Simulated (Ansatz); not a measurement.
Start from `BC/C(C)=C\F` and change one atom or group (the configuration at the double bond changes too) to get `C/C=C\F`.

Ansatz, PBE0-D4/def2-TZVP geometries, multiplicity 1. Each molecule was computed in one conformer, which needn't be the lowest.

| property | `BC/C(C)=C\F` |
| --- | --- |
| HOMO–LUMO gap (PBE0/def2-TZVPP) / eV | 6.43 |
| size of the dipole moment (ωB97M-V/def2-TZVPP) / D | 2.21 |
| size of the dipole moment (PBE/def2-TZVPP) / D | 2.24 |
| LUMO energy (PBE/def2-TZVPP) / eV | -1.86 |
| HOMO energy (PBE/def2-TZVPP) / eV | -6.20 |
| HOMO–LUMO gap (ωB97M-V/def2-TZVPP) / eV | 10.57 |

Give the same properties after the change, and the shifts. (Estimate.)

Ansatz gave: 
```tsv
property	`C/C=C\F`	shift
HOMO–LUMO gap (PBE0/def2-TZVPP) / eV	7.87	1.44
size of the dipole moment (ωB97M-V/def2-TZVPP) / D	1.38	-0.83
size of the dipole moment (PBE/def2-TZVPP) / D	1.26	-0.98
LUMO energy (PBE/def2-TZVPP) / eV	-0.40	1.46
HOMO energy (PBE/def2-TZVPP) / eV	-6.00	0.20
HOMO–LUMO gap (ωB97M-V/def2-TZVPP) / eV	12.29	1.72
```

With PBE0 the HOMO rises by 0.08 eV and the LUMO rises by 1.52 eV, so the gap widens by about 1.44 eV. PBE moves the HOMO by 0.20 eV and ωB97M-V by -0.03 eV. Dipoles are sizes alone; their direction can turn.
